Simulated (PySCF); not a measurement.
## Finite-field polarisability of O (oxygen, neutral)

[He] 2s2 2p4, high-spin 3P determinant. Calculation: PySCF 2.14, in aug-cc-pVQZ; no relativity, point nucleus. Frozen: 1s2. Energy changes in a uniform field (μhartree):

| axis | F (au) | HF | MP2 | CCSD | CCSD(T) |
| --- | --- | --- | --- | --- | --- |
| x | 0.0066 | -99.021 | -105.476 | -105.269 | -106.472 |
| x | 0.0132 | -396.214 | -422.081 | -421.256 | -426.078 |
| y | 0.0062 | -98.858 | -108.520 | -109.314 | -111.226 |
| y | 0.0124 | -395.878 | -434.649 | -437.848 | -445.533 |

By symmetry the remaining axis equals x.

Problem. Derive α along x at CCSD(T) from the two fields.

Solution. With ΔE = −αF²/2 − γF⁴/24, α = −(16 ΔE(F) − ΔE(2F))/(6F²) = 4.888 bohr³.

Problem. And the mean polarisability at each level?

Solution. The components xx, yy, zz at CCSD(T) are 4.888, 5.784, 4.888, the third axis being equal by symmetry to one of the two computed. Means: HF 4.744, MP2 5.109, CCSD 5.117, CCSD(T) 5.187 bohr³. Reference: 5.3 ± 0.2 bohr³ (recommended; Schwerdtfeger and Nagle, table of static dipole polarizabilities (2023 update)).
